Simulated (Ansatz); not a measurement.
## A family of molecules: the atomisation energy (no zero-point term)

One atom is swapped for its congeners: C4H7N (isobutyronitrile) `CC(C)C#N`; SiH(CH3)2(CN); GeH(CH3)2(CN). All are singlets with charge 0.

Shapes, held fixed at every level: PBE0-D4/def2-TZVP. Programs: Ansatz 0.2.0. Values in eV.

Task: How should the atomisation energy change along the series?

Result: At CCSD(T)/def2-TZVPP the atomisation energy falls at every step, from 50.99 to 47.07 eV. Every level shows the same order. Relativity is left out for Ge unless named. Correlated rows may include outer-core shells of Ge, which these sets cover unevenly. Spin-orbit coupling, which grows down the group, is left out (summed over each molecule's free atoms 0.01, 0.03, 0.13 eV).

```tsv
level	C4H7N	SiH(CH3)2(CN)	GeH(CH3)2(CN)
HF/def2-SVP	38.85	36.68	35.10
SPW92/def2-TZVPP	59.57	55.93	54.45
r2SCAN-D4/def2-TZVPP	52.24	49.58	47.97
CCSD(T)/def2-SVP	50.16	47.03	45.62
CCSD/def2-TZVPP	50.18	47.63	46.30
CCSD(T)/def2-TZVPP	50.99	48.37	47.07
```
